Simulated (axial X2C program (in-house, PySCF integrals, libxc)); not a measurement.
# RuSe: from Re and ωe to a spectrum

A bond curve at the PBE0 level, 2c, was computed with an in-house relativistic program for diatomic molecules (basis Ru dyall-cv3z [12s12p8d5f3g], Se dyall-cv3z [8s9p6d4f1g] (cores contracted in-house)) for the state Ω = 4 (⟨Sz⟩ = 2.00, ⟨Lz⟩ = 2.00 at PBE0). Its fit gives Re = 2.2095 Å, ωe = 353.7 cm⁻¹, ωexe = 0.767 cm⁻¹ and αe = 2.292e-04 cm⁻¹; the masses are 101.9043 and 79.9165 u. Two-component means X2C with spin–orbit coupling and atomic mean-field Coulomb and Gaunt terms.

Task: Find the reduced mass, Be and the force constant.

Result: From the PBE0 values: μ = 44.7904 u. Be = 16.8576/(μ Re²) = 0.07709 cm⁻¹. k = 5.8918×10⁻⁷ μ ωe² = 3.3 mdyn/Å.

Task: The dipole moment p changes by 3.68 D/Å at Re. What harmonic infrared intensity follows?

Result: I = 42.256 × (dp/dR)²/μ = 13 km/mol.

Task: Estimate the centrifugal constant by the Kratzer relation.

Result: D = 4Be³/ωe² = 1.47e-08 cm⁻¹.

Task: A Morse curve ties αe to the other constants (Pekeris). How well does that hold?

Result: αe(Morse) = 6Be²/ωe × (√(ωexe/Be) − 1) = 2.172e-04 cm⁻¹; the PBE0 curve gives 2.292e-04 cm⁻¹, a ratio of 0.95.

Task: Where do the fundamental and the first overtone lie?

Result: ν(1←0) = ωe − 2ωexe = 352.2 cm⁻¹; ν(2←0) = 2ωe − 6ωexe = 702.8 cm⁻¹.

The state is a single determinant with fixed occupations, the lowest that a limited PBE0 search found. Density functionals use the spin component along the axis (collinear). Other states lie close and PBE0, whose exact exchange favours high spin, may order them wrongly; the determinant shown need not be the ground state. The nearest other 2c determinant of the search, Ω = 2, lies 0.50 eV up at the distance of the search. The functionals have no current-density term, which raises determinants with orbital currents, atoms included. With several unpaired electrons one determinant need not be a pure state. Open-shell Ω = 0 determinants with evenly filled partner blocks cannot be reached by this program, so the Ω shown need not be the lowest component.
